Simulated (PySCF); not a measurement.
**Working out the excitation energy of Al**

Al [Ne] 3s2 3p1 (2P) → Al [Ne] 3s1 3p1 4s1 (4P). Computed with PySCF 2.14 in x2c-TZVPPall with one added diffuse shell each of s, p, d type (6s6p4d1f, 51 functions), with the spin-free X2C one-electron Hamiltonian (Gaussian nucleus). Frozen: 1s2. Energies in hartree (1 hartree = 27.21139 eV):

```csv
part,Al (lower),Al (upper)
UHF,-242.310246,-242.073766
MP2 opposite-spin,-0.139747,-0.104087
MP2 same-spin,-0.047274,-0.048449
```

What does Hartree-Fock give?

(-242.073766) − (-242.310246) = 0.236480 hartree = 6.435 eV.

What do MP2 and SCS-MP2 (6/5 opposite-spin, 1/3 same-spin) give?

The opposite-spin parts differ by 0.970 eV and the same-spin parts by -0.032 eV. MP2: 6.435 + (0.970) + (-0.032) = 7.373 eV. SCS-MP2: 6.435 + 1.2 × (0.970) + (-0.032)/3 = 7.588 eV.

The upper state lies above the first ionisation limit, but in LS coupling its spin forbids autoionisation to the ground ion. A Rydberg-like electron needs more diffuse functions than a valence basis has.
